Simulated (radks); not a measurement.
Results of a calculation; reference values are marked as such.
Fractional charge and spin in the 5p shell of rhenium: the spin-up occupation runs from 2 to 3 and the spin-down occupation from 2 to 3; the fullest corner is Re3+, [Kr] 4d10 4f14 5s2 5d(up 2, down 2) 5p(up 3, down 3). Code: a radial shooting solver on a logarithmic mesh with Libxc functionals. Model: scalar-relativistic Kohn-Sham, r2SCAN, spin-polarised, spherical densities, finite nucleus; meta-GGA in the generalised Kohn-Sham scheme; Fermi nuclear charge, rms radius of each element as measured or else 0.836 A^(1/3) + 0.57 fm. Energy (eV) minus the two flat planes that join the four corners (they meet along the diagonal where the two added fractions sum to one electron); zero is where a piecewise linear energy would lie.

down \ up       2    2.25     2.5    2.75       3
2           0.000  -1.522  -2.024  -1.514   0.000
2.25       -1.522  -1.927  -1.324   0.278  -1.438
2.5        -2.024  -1.324   0.370  -1.258  -1.911
2.75       -1.514   0.278  -1.258  -1.823  -1.427
3           0.000  -1.438  -1.911  -1.427   0.000

Corners above the fullest one (they belong to Re4+ and the next ion): (up 3, down 2) 85.394 eV, (up 2, down 3) 85.394 eV, (up 2, down 2) 188.02 eV. With half an added electron in each spin the energy lies 0.370 eV from the planes, and with half an added electron in spin up alone -2.024 eV. The planes are only a guide here: the flat-plane condition holds for ground states with one frontier orbital, while this shell lies below other occupied shells, so the corners above the fullest one are inner-hole states and not the ground states of those ions.
